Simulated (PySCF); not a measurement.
C₂HCl₂, SMILES ClC(Cl)=[CH], multiplicity 2. Geometry optimised at PBE-D3(BJ)/def2-SVP. The isomer is the one that the SMILES or the coordinates give; other isomers of the formula were not compared.

Calculation: PBE-D3(BJ)/def2-SVP (PySCF 2.14.0).

Harmonic wavenumbers (cm⁻¹): 280, 319, 446, 557, 563, 646, 816, 1621, 3255. Rotational constants (GHz): 7.915, 3.280, 2.319; symmetry number 1.

Q: Work out the zero-point energy and the ideal-gas rigid-rotor harmonic-oscillator thermochemistry at 298.15 K and 1 atm.

A: ZPE = ½ Σ hcν = ½ × 8503 cm⁻¹ = 50.86 kJ/mol. H − E(el) = 65.21 kJ/mol. Entropy in J/(mol K): translation 165.66, rotation 109.13, vibration 22.09, spin 5.76, total 302.64. G − E(el) = -25.03 kJ/mol. Cp = 69.08 J/(mol K).
